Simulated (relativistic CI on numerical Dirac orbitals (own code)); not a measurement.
## Ti2+: 3s photoemission

Computed with this model: Dirac-Coulomb-Breit CI, KLI orbitals optimised for each configuration, a model potential for QED, valence Slater integrals scaled by 0.7, multiplet model of photoemission in the sudden approximation; configurations [Ar] 3d2 → [Ne] 3s 3p6 3d2; 80 K; Lorentzian 1.5 eV and Gaussian 0.6 eV FWHM. Energies are those of the free ion, without screening or charge transfer. The energies are binding energies and can lie tens of eV above those of solids. Without intra-shell correlation the exchange splitting of an s hole comes out too large, often by half or more. S is read from ⟨S²⟩ = S(S + 1).

free ion: ground-state S = 1.00, centroid 92.19 eV. Peaks (eV, height): 90.8 (100), 95.0 (52).

Strongest unbroadened transitions for free ion:

| Energy (eV) | Relative strength |
| --- | --- |
| 90.80 | 4.6 |
| 90.81 | 100.0 |
| 90.82 | 75.9 |
| 93.34 | 0.1 |
| 94.95 | 3.7 |
| 94.96 | 0.2 |
| 94.97 | 82.7 |
| 94.99 | 2.7 |
